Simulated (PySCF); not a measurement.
Work out the structure from these simulated measurements.

Formula: C8H16FP.

* Rotational structure: rotational constants A, B, C: 2.348, 0.506, 0.449 GHz [PBE0-D3(BJ)/def2-SVP]
* 1H NMR: chemical shifts (computed TMS as zero) by class: 1.99 (1 H), 1.44 (2 H), 1.18 (2 H), 1.17 (6 H), 1.16 (2 H), 1.04 (3 H) ppm [GIAO HF/pcSseg-1]
* 13C NMR: chemical shifts (computed TMS as zero) by class: 244.3 (1 C), 34.2 (1 C), 28.6 (1 C), 24.0 (1 C), 19.9 (2 C), 18.0 (1 C), 13.8 (1 C) ppm [GIAO HF/pcSseg-1]
* NMR, other nuclei: isotropic shieldings of nuclei other than C and H, by class: 257 (1 F), 200 (1 P) ppm [GIAO HF/pcSseg-1]
* Dipole: 0.70 D [HF/pcSseg-1]

Gas-phase values; electronic properties from PySCF, density fitting. Levels stand in brackets. The structure is a single PBE0-D3(BJ)/def2-SVP conformer in the gas phase; no vibrational or solvent corrections. NMR values are class means; diastereotopic atoms form classes of their own.

Problem. Give a SMILES that accounts for the data.

Solution. Numbering: `[CH3:1][CH2:2][CH2:3][CH2:4]/[P:5]=[C:6](\[F:7])[CH:8]([CH3:9])[CH3:10]`. 8 carbons fall into 7 classes; from least to most shielded: carbon bonded to C, F and P [C6] (244.3 ppm), sp3 CH carbon [C8] (34.2 ppm), chain CH2 carbon [C3] (28.6 ppm), chain CH2 carbon [C2] (24.0 ppm), methyl carbon [C9/C10] (19.9 ppm, 2 C, up to 3.7 ppm apart in this geometry), sp3 carbon bound to phosphorus [C4] (18.0 ppm), methyl carbon [C1] (13.8 ppm). Hydrogen classes from least to most shielded: 1 H on an sp3 CH carbon, C8 (1.99 ppm), 2 H on an sp3 carbon bound to phosphorus, C4 (1.44 ppm, a mean of values up to 1.7 ppm apart in this geometry), 2 H on a chain CH2 carbon, C3 (1.18 ppm), 6 H on 2 methyl carbons, C9/C10 (1.17 ppm, a mean of values up to 1.1 ppm apart in this geometry), 2 H on a chain CH2 carbon, C2 (1.16 ppm), 3 H on a methyl carbon, C1 (1.04 ppm). The other shieldings belong to: 257 ppm, fluorine bonded to C [F7]; 200 ppm, phosphorus bonded to 2 C [P5]. The optimised geometry has point group C1 and is an asymmetric top. Structure: `CCCC/P=C(\F)C(C)C`. The assignments are read from this structure; whether some other isomer fits the data as well wasn't checked.

Shape of the structure used: `[CH3:1][CH2:2][CH2:3][CH2:4]/[P:5]=[C:6](\[F:7])[CH:8]([CH3:9])[CH3:10]`: C1–C2–C3–C4 -63°, C2–C3–C4–P5 -173°, C3–C4–P5–C6 -78°, P5–C6–C8–C9 -7°.
